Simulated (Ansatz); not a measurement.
Gas-phase reaction R1 + 3 R2 → P1 + 3 P2, each structure at its B3LYP-D3(BJ)/def2-TZVP stationary point, reached from a drawn start (curvature not checked).
R1: B3Cl3O3 (SMILES ClB1OB(Cl)OB(Cl)O1), charge 0, multiplicity 1.
P1: B3F3O3 (SMILES FB1OB(F)OB(F)O1), charge 0, multiplicity 1.
P2, HCl (SMILES Cl) (charge 0, multiplicity 1):
```xyz
2

Cl     0.00000     0.00000     0.64101
H      0.00000     0.00000    -0.64101
```
R2, HF (SMILES F) (charge 0, multiplicity 1):
```xyz
2

F      0.0000     0.0000     0.4622
H      0.0000     0.0000    -0.4622
```

P less R. No zero-point or thermal terms.

Correlated levels freeze the cores.

Codes used: Ansatz (Gaussian orbitals). All values are computed, each at the level named.

Q: Give the reaction energy at the level PBE0/def2-TZVPP.

A: -44.4 kcal/mol

Q: What reaction energy does MP2/cc-pV(D+d)Z give?

A: -48.0 kcal/mol

Q: What reaction energy does BHLYP/def2-TZVPP give?

A: -53.4 kcal/mol

Ansatz is an electronic-structure program.
